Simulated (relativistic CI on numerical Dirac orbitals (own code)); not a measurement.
d7 in a ligand field

Computed with a parametric ligand-field model of a d^n configuration (Racah B and C, spin-orbit zeta, crystal field), exact diagonalisation.

Field parameters in Wybourne normalisation: Oh B⁴₀ = 21Dq, B⁴₄ = √(5/14) B⁴₀; Td as Oh with Dq negative (B⁴₀ = 21Dq, B⁴₄ = √(5/14) B⁴₀). The field is a parameter set, without covalency.

Lowest levels for B = 340, C = 1570, ζ = 1550 cm⁻¹, Oh, 10Dq = 26950 cm⁻¹?

Γ8 0 (S 0.52), Γ6 18130 (S 1.49), Γ8 18894 (S 1.47), Γ7 20624 (S 1.50), Γ8 20672 (S 1.49), Γ8 25004 (S 0.53), Γ8 26294 (S 0.53), Γ7 26555 (S 0.51), Γ6 26561 (S 0.51) cm⁻¹, with S from ⟨S²⟩ = S(S + 1). The ground level has 1.03 electrons in the cubic e pair.

Lowest levels for B = 500, C = 2500, ζ = 100 cm⁻¹, Td, 10Dq = -5250 cm⁻¹?

Γ8 0 (S 1.50), Γ8 5221 (S 1.50), Γ6 5227 (S 1.50), Γ8 5270 (S 1.50), Γ7 5295 (S 1.50), Γ6 8507 (S 1.50), Γ8 8566 (S 1.50), Γ7 8661 (S 1.50), Γ8 8666 (S 1.50) cm⁻¹, with S from ⟨S²⟩ = S(S + 1). The ground level has 4.00 electrons in the cubic e pair.

Lowest levels for B = 740, C = 3110, ζ = 600 cm⁻¹, Oh, 10Dq = 14250 cm⁻¹?

Γ6 0 (S 1.50), Γ8 221 (S 1.32), Γ8 561 (S 1.36), Γ7 1086 (S 1.50), Γ8 1950 (S 0.99), Γ8 12907 (S 1.07), Γ6 13267 (S 1.31), Γ8 13361 (S 1.30), Γ7 13564 (S 1.29) cm⁻¹, with S from ⟨S²⟩ = S(S + 1). The ground level has 2.05 electrons in the cubic e pair.

Lowest levels for B = 450, C = 1740, ζ = 620 cm⁻¹, Oh, 10Dq = 34700 cm⁻¹?

Γ8 0 (S 0.50), Γ6 25470 (S 1.50), Γ8 25807 (S 1.50), Γ7 26428 (S 1.50), Γ8 26434 (S 1.50), Γ8 33042 (S 0.50), Γ6 33506 (S 0.50), Γ8 33670 (S 0.50), Γ7 33829 (S 0.50) cm⁻¹, with S from ⟨S²⟩ = S(S + 1). The ground level has 1.01 electrons in the cubic e pair.

Lowest levels for B = 900, C = 4620, ζ = 320 cm⁻¹, Oh, 10Dq = 20100 cm⁻¹?

Γ6 0 (S 1.50), Γ8 183 (S 1.48), Γ8 405 (S 1.41), Γ7 563 (S 1.50), Γ8 1526 (S 0.70), Γ8 18398 (S 0.92), Γ6 18504 (S 1.18), Γ8 18617 (S 1.36), Γ8 18785 (S 1.21) cm⁻¹, with S from ⟨S²⟩ = S(S + 1). The ground level has 2.04 electrons in the cubic e pair.
